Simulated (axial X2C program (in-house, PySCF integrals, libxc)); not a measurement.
Density and ELF of ICl⁻

Calculated with an in-house relativistic program for diatomic molecules. Spin-free means the one-electron spin-free X2C Hamiltonian. Basis: I dyall-acv3z [12s13p9d5f1g], Cl dyall-av3z [9s8p3d2f] (cores contracted in-house); Gaussian nuclei, density fitting, unrestricted open shells. Masses: I 126.904 u, Cl 34.969 u.

PBE0, without spin–orbit coupling, state M_S = 1/2, Λ = 0 (beyond evenly filled blocks: σα); I at z = 0, Cl at z = 2.920 Å.

The maps cover the half plane through the axis: z from -2.4 to 4.8 Å along the bond, ρ from 0.15 to 2.25 Å away from it.

log10 of the density in e/bohr³:

```
 ρ\z  -2.4  -1.8  -1.2  -0.6   0.0   0.6   1.2   1.8   2.4   3.0   3.6   4.2   4.8
0.15  -2.9  -2.1  -1.3  -0.2   1.8  -0.2  -1.3  -1.3  -0.6   1.2  -0.7  -1.6  -2.6
0.45  -3.0  -2.2  -1.4  -0.6   0.4  -0.6  -1.4  -1.4  -0.7  -0.4  -0.8  -1.7  -2.7
0.75  -3.0  -2.3  -1.6  -0.9  -0.6  -1.0  -1.6  -1.6  -1.0  -0.7  -1.1  -1.9  -2.8
1.05  -3.2  -2.5  -1.8  -1.2  -1.0  -1.3  -1.8  -1.9  -1.4  -1.2  -1.5  -2.2  -3.0
1.35  -3.3  -2.7  -2.1  -1.6  -1.4  -1.6  -2.1  -2.2  -1.8  -1.7  -1.9  -2.5  -3.2
1.65  -3.5  -2.9  -2.4  -2.0  -1.8  -2.0  -2.4  -2.6  -2.3  -2.2  -2.4  -2.8  -3.4
1.95  -3.7  -3.2  -2.7  -2.4  -2.2  -2.4  -2.8  -3.0  -2.7  -2.6  -2.8  -3.2  -3.7
2.25  -3.9  -3.5  -3.0  -2.7  -2.6  -2.8  -3.1  -3.3  -3.2  -3.1  -3.2  -3.5  -4.0
```

Electron localisation function (collinear form, no current term, damped to 0 at low density):

```
 ρ\z  -2.4  -1.8  -1.2  -0.6   0.0   0.6   1.2   1.8   2.4   3.0   3.6   4.2   4.8
0.15  0.21  0.55  0.69  0.42  0.77  0.42  0.51  0.56  0.28  0.83  0.76  0.65  0.22
0.45  0.20  0.54  0.72  0.25  0.75  0.25  0.51  0.48  0.77  0.11  0.84  0.62  0.21
0.75  0.16  0.50  0.74  0.49  0.26  0.48  0.47  0.34  0.85  0.88  0.85  0.56  0.17
1.05  0.12  0.43  0.72  0.78  0.69  0.76  0.38  0.19  0.78  0.87  0.78  0.46  0.12
1.35  0.08  0.34  0.65  0.81  0.84  0.78  0.27  0.09  0.61  0.76  0.65  0.34  0.08
1.65  0.04  0.24  0.54  0.74  0.80  0.69  0.16  0.04  0.38  0.57  0.46  0.21  0.04
1.95  0.01  0.13  0.39  0.61  0.67  0.52  0.09  0.02  0.17  0.33  0.26  0.10  0.01
2.25  0.00  0.05  0.21  0.41  0.47  0.31  0.04  0.01  0.05  0.14  0.10  0.03  0.00
```

Axial spin density in 10⁻³ e/bohr³:

```
 ρ\z  -2.4  -1.8  -1.2  -0.6   0.0   0.6  1.2   1.8   2.4   3.0   3.6  4.2  4.8
0.15   0.8   4.1  17.7   4.5  -0.6  12.1  7.6   2.3  50.9  14.3  37.0  6.5  0.9
0.45   0.7   3.4  13.2  10.5  -0.6  18.8  5.6   0.9  28.7  -1.5  18.7  4.5  0.7
0.75   0.5   2.3   7.6   7.0  -0.5  12.7  3.1  -0.1   8.2  -1.5   5.7  2.3  0.5
1.05   0.3   1.3   3.5   2.4  -0.7   4.9  1.3  -0.3   1.4  -0.8   1.4  1.0  0.3
1.35   0.2   0.7   1.4   0.6  -0.5   1.4  0.5  -0.2   0.1  -0.3   0.3  0.4  0.1
1.65   0.1   0.3   0.5   0.1  -0.3   0.3  0.1  -0.1  -0.1  -0.1   0.1  0.1  0.1
1.95   0.1   0.1   0.2   0.0  -0.1   0.0  0.0  -0.1  -0.1  -0.1   0.0  0.0  0.0
2.25   0.0   0.1   0.1   0.0  -0.1   0.0  0.0   0.0   0.0   0.0   0.0  0.0  0.0
```

The state is a single determinant with fixed occupations, the lowest that a limited PBE0 search found.
